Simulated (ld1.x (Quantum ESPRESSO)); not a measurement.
## gold (Au), TM: configuration errors across variants

gold, norm-conserving Troullier–Martins (Kleinman–Bylander form), made with ld1.x (Quantum ESPRESSO) 7.5 (PBE, scalar-relativistic). Core [Xe] 4f14, reference 5d10 6s1 6p0. Waves: 6s (bound): rc 2.45 bohr; 6p (bound, empty): rc 2.40 bohr; 5d (bound): rc 1.20 bohr. Local part: the d channel. Core correction: Bessel-smoothed model core inside 1.00 bohr.

All-electron excitation energies from the reference (eV): (1) 5d10 6s0 6p0 9.409; (2) 5d9 6s0 6p0 30.617; (3) 5d8 6s0 6p0 64.494; (4) 5d7 6s0 6p0 112.206; (5) 5d10 6s0 6p1 5.248; (6) 5d9 6s2 6p0 1.693; (7) 5d9 6s1 6p0 12.124.

2 further variants failed, have other tests or too few solved ones, and are left out.

A true bound ghost makes a file unfit for plane-wave use even where its test errors are small: the radial tests pick states by their node count and pass the ghost by.

Errors AE − PS in meV (a dash: test not solved or not reliable):

```tsv
change	(1)	(2)	(3)	(4)	(5)	(6)	(7)	bound ghosts
base	-17	-32	-162	-508	-6.9	-42	-21	s, p
type PAW; waves now 6s (bound): rcut 2.15, rcutus 2.45 bohr; 6s channel at 0.25 Ry: rcut 2.15, rcutus 2.45 bohr; 6p (bound): rcut 2.10, rcutus 2.40 bohr; 6p channel at 2.8 Ry: rcut 2.10, rcutus 2.40 bohr; 5d (bound): rcut 1.05, rcutus 1.20 bohr; 5d channel at 3.25 Ry: rcut 1.05, rcutus 1.20 bohr; local potential all-electron potential smoothed inside 1.40 bohr (lloc = -1); augmentation PSQ, inside the norm-conserving radii	-5.5	-38	-205	-623	-2.5	-18	-21	s, p
wave 6p (bound): rc 2.40 bohr becomes 6p (bound): rc 2.56 bohr	-17	-32	-162	-508	-6.7	-42	-21	s, p
wave 6s (bound): rc 2.45 bohr becomes 6s (bound): rc 3.36 bohr	-17	-116	-360	-849	-14	+28	-0.3	s, p
local potential the s channel	-17	-78	-378	-1040	-5.7	-67	-50	none
```

Q: Give the same row for: core correction Bessel-smoothed model core inside 1.34 bohr.

A: -17, -32, -162, -509, -6.9, -42, -21; bound ghosts: s, p.
